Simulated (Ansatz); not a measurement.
Geometry optimisation, UKS PBE-D4/def2-SVP (Ansatz).

Input:

```yaml
crystal:
  periodic: [false, false, false]
  atoms:
    - { symbol: "N", position_ang: [-1.0493, -0.0031, 0.9349] }
    - { symbol: C, position_ang: [0.2728, -0.3098, 0.5679] }
    - { symbol: B, position_ang: [0.597, 0.1207, -0.946] }
    - { symbol: Cl, position_ang: [-0.1839, -0.6442, -2.3554] }
    - { symbol: Cl, position_ang: [1.9831, 1.3241, -1.2744] }
    - { symbol: H, position_ang: [-1.2357, 1.0871, 0.7924] }
    - { symbol: H, position_ang: [-1.7299, -0.4541, 0.2847] }
    - { symbol: H, position_ang: [1.0116, 0.219, 1.2614] }
    - { symbol: H, position_ang: [-0.81981, -0.59829, 1.75629] }
magnetization:
  spin_polarized: true
basis:
  gaussian: { orbitals: def2-SVP }
hamiltonian:
  xc: pbe
  dispersion: d4
relax:
  f_tol: 0.02
  max_steps: 50
```

Command:

```bash
$ ansatz run input.yaml --threads 2 --pin off --max-ram 3072MiB --backend cpu --events-out ev --progress --plain --runs-dir out
```

Task: Where does it end, and by what steps?

Result: The run converged. After 11 steps the energy has fallen by 2.335 eV; Cl5 moved furthest, 0.85 Å.

```json
{"step": "0", "energy less start (eV)": "0.0000", "largest force component (eV/Å)": "4.862", "accepted": "yes"}
{"step": "1", "energy less start (eV)": "-1.0141", "largest force component (eV/Å)": "2.488", "accepted": "yes"}
{"step": "2", "energy less start (eV)": "-1.6750", "largest force component (eV/Å)": "1.120", "accepted": "yes"}
{"step": "3", "energy less start (eV)": "-1.9714", "largest force component (eV/Å)": "0.631", "accepted": "yes"}
{"step": "4", "energy less start (eV)": "-2.1618", "largest force component (eV/Å)": "0.756", "accepted": "yes"}
{"step": "5", "energy less start (eV)": "-2.2180", "largest force component (eV/Å)": "0.647", "accepted": "yes"}
{"step": "6", "energy less start (eV)": "-2.2936", "largest force component (eV/Å)": "0.646", "accepted": "yes"}
{"step": "7", "energy less start (eV)": "-2.3141", "largest force component (eV/Å)": "0.407", "accepted": "yes"}
{"step": "8", "energy less start (eV)": "-2.3303", "largest force component (eV/Å)": "0.284", "accepted": "yes"}
{"step": "9", "energy less start (eV)": "-2.3350", "largest force component (eV/Å)": "0.077", "accepted": "yes"}
{"step": "10", "energy less start (eV)": "-2.3353", "largest force component (eV/Å)": "0.023", "accepted": "yes"}
{"step": "11", "energy less start (eV)": "-2.3353", "largest force component (eV/Å)": "0.003", "accepted": "yes"}
```

```xyz
9
Properties=species:S:1:pos:R:3
N -0.993 -0.075 0.874
C 0.381 0.331 0.524
B 0.759 0.205 -0.879
Cl -0.528 -0.446 -2.041
Cl 2.342 0.619 -1.582
H -1.602 0.679 1.254
H -1.412 -0.385 -0.043
H 0.971 0.687 1.378
H -1.071 -0.874 1.536
```

Whether the end is a true minimum wasn't checked by a vibrational analysis.

Time of the run: 19 s on 2 threads of Intel(R) Xeon(R) 6975P-C (Granite Rapids), with other jobs on the host, peak memory 0.19 GiB.
